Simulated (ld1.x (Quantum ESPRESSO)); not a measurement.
**Before and after: PAW potential for Se**

selenium (Se), PAW, made with ld1.x (Quantum ESPRESSO) 7.5 (LDA (PZ), scalar-relativistic). Core [Ar], reference 3d10 4s2 4p3 (charge +1). Waves: 4s (bound): rcut 1.25, rcutus 1.55 bohr; 4s channel at -0.85 Ry: rcut 1.25, rcutus 1.55 bohr; 4p (bound): rcut 1.40, rcutus 1.55 bohr; 4p channel at 3.5 Ry: rcut 1.40, rcutus 1.55 bohr; 3d (bound): rcut 0.90, rcutus 1.20 bohr; 3d channel at -3.95 Ry: rcut 0.90, rcutus 1.20 bohr. Local part: all-electron potential smoothed inside 1.30 bohr (lloc = -1). Core correction: Bessel-smoothed model core inside 1.20 bohr. Augmentation charge: PSQ, inside the norm-conserving radii.

Change: waves 4p (bound): rcut 1.40, rcutus 2.38 bohr; 4p channel at 3.5 Ry: rcut 1.40, rcutus 2.38 bohr.

Cutoffs: the cutoffs (Ry, on a coarse ladder) from which the occupation-weighted sum of valence levels, in a spherical-Bessel basis at the reference potential, stays within 10 and 1 mRy of its value at 400 Ry; they do not see the model core or the augmentation charge, which bear on the density cutoff. Errors are all-electron minus pseudo energies relative to the spin-unpolarised reference configuration.

How do hardness, ghosts and transferability respond?

The potential gets neither clearly harder nor softer (110 Ry and 180 Ry → 110 Ry and 180 Ry); the d channel sets the loose cutoff, while the largest relative change is in p, which becomes harder; of the 9 tests that both files solve, the error grows in 3 and shrinks in 2 by more than 15 % and 0.3 meV (median size 1.9 → 3.4 meV); neither file shows a bound ghost.

```tsv
quantity	base	changed
cutoff, loose	110 Ry	110 Ry
cutoff, tight	180 Ry	180 Ry
loose cutoff by channel (10 mRy a level)	s 10 Ry, p 8 Ry, d 70 Ry	s 10 Ry, p 10 Ry, d 70 Ry
bound ghosts	none	none
error for 3d10 4s2 4p4, meV [ΔE -11.01 eV]	+1.9	+3.7
error for 3d10 4s2 4p2, meV [ΔE 20.56 eV]	-3.5	-2.1
error for 3d10 4s2 4p1, meV [ΔE 51.71 eV]	-11	-7.6
error for 3d10 4s1 4p4, meV [ΔE 11.58 eV]	-0.9	-0.8
error for 3d10 4s0 4p6, meV [ΔE 11.09 eV]	0.0	+1.5
error for 3d9 4s2 4p4, meV [ΔE 53.36 eV]	-348	-309
error for 3d10 4s2 4p0, meV [ΔE 94.29 eV]	-26	-26
error for 3d10 4s2 4p3 (spin-polarised), meV [ΔE -1.64 eV]	-0.7	-0.4
error for 3d10 4s2 4p4 (spin-polarised), meV [ΔE -11.60 eV]	+1.8	+3.4
lowest overlap eigenvalue by channel	s 0.38, p 0.57, d 1.00	s 0.38, p 0.87, d 1.00
```
